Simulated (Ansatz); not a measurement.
Geometry optimisation, Ansatz, RKS CAM-B3LYP-D4/def2-SVP.

The input (input.yaml):

```yaml
crystal:
  periodic: [false, false, false]
  atoms:
    - { symbol: Sn, position_ang: [0.0, 0.0, 0.0] }
    - { symbol: H, position_ang: [0.0, 0.0, 2.09] }
    - { symbol: O, position_ang: [1.8483, 0.0, -0.6527] }
    - { symbol: H, position_ang: [2.1646, -0.9521, -0.7693] }
    - { symbol: Cl, position_ang: [-1.1351, 1.9666, -0.8025] }
    - { symbol: Cl, position_ang: [-1.1351, -1.9666, -0.8025] }
    - { symbol: F, position_ang: [-2.0593, 0.0, 0.6842] }
    - { symbol: H, position_ang: [-1.0838, 0.0, 1.8933] }
basis:
  gaussian: { orbitals: def2-SVP }
hamiltonian:
  xc: cam_b3lyp
  dispersion: d4
relax:
  f_tol: 0.15
  max_steps: 25
  restrain:
    - { distance: [0, 6], at: 1.87, k: 30.0 }
    - { distance: [7, 1], at: 0.66, k: 30.0 }
    - { distance: [0, 1], at: 2.94, k: 30.0 }
    - { distance: [7, 6], at: 2.12, k: 30.0 }
```

Command:

```bash
$ ansatz run input.yaml --threads 4 --pin off --max-ram 5120MiB --backend cpu --events-out ev --progress --plain --runs-dir out
```

Where does it end, and by what steps?

The forces met the threshold. The restraints hold the end off the free minimum; the threshold counts their pulls, which the force column leaves out. Restrained pairs: Sn1–F7 (2.17 → 1.89 Å), H2–H8 (1.10 → 0.72 Å), Sn1–H2 (2.09 → 2.95 Å), F7–H8 (1.55 → 2.13 Å). After 9 steps the energy has fallen by 3.126 eV (the restraints' own energy left out); Cl6 moved furthest, 1.02 Å.

```tsv
step	energy less start (eV)	largest force component (eV/Å)	accepted
0	0.0000	3.639	yes
1	-0.6930	2.612	yes
2	-1.1168	1.919	yes
3	-1.9422	2.307	yes
4	-2.5058	1.813	yes
5	-2.7976	1.455	yes
6	-2.9780	1.510	yes
7	-3.0899	1.694	yes
8	-3.1226	1.765	yes
9	-3.1261	1.792	yes
```

```xyz
8
Properties=species:S:1:pos:R:3
Sn -0.571 -0.032 -0.493
H 0.327 0.072 2.312
O 1.292 -0.071 0.076
H 1.735 -0.884 -0.212
Cl -0.996 1.959 -1.574
Cl -0.959 -1.901 -1.803
F -1.847 -0.133 0.901
H -0.381 0.038 2.433
```

Time of the run: 25 s on 4 threads of Arm Neoverse V1, with other jobs on the host, peak memory 0.32 GiB.
